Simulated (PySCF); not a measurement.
Cl5Sb, charge -1, multiplicity 2. Atoms are numbered in the order given.

```xyz
6

Sb     0.0000     0.0000    -0.1471
Cl    -1.7794    -1.7794    -0.4578
Cl    -1.7794     1.7794    -0.4578
Cl     1.7794    -1.7794    -0.4578
Cl     1.7794     1.7794    -0.4578
Cl     0.0000     0.0000     2.2726
```
Charge -1, spin multiplicity 2.

Coordinates come from a B3LYP-D3(BJ)/def2-SVPD optimisation. The spin state was assumed, not searched. The isomer is the one that the SMILES or the coordinates give; other isomers of the formula were not compared. The def2 effective core potentials stand for the cores of Sb; spin–orbit coupling is left out.

The numbers are results of B3LYP-D3(BJ)/def2-SVPD (PySCF), not measurements.

Frequencies are harmonic and unscaled.

Modes within 1.5 cm⁻¹ of each other (mostly degenerate sets) share a row, with their intensities summed.

### Question
Estimate the vibrational spectrum. (An estimate is asked for; the answer gives what the named calculation found.)

### Answer

| mode | ν (cm⁻¹) | IR (km/mol) | moving atoms (share of kinetic energy) |
|---|---|---|---|
| 1 | 32 | 0.0 | Cl 100 % |
| 2 | 89 | 4.8 | Cl 68 %, Sb 32 % |
| 3–4 | 98 | 0.6 | Cl 99 % |
| 5–6 | 121 | 0.7 | Cl 85 %, Sb 15 % |
| 7 | 129 | 0.0 | Cl 100 % |
| 8 | 237 | 0.0 | Cl 100 % |
| 9–10 | 255 | 307.5 | Cl 56 %, Sb 44 % |
| 11 | 261 | 7.0 | Cl 98 % |
| 12 | 324 | 60.2 | Cl 74 %, Sb 26 % |
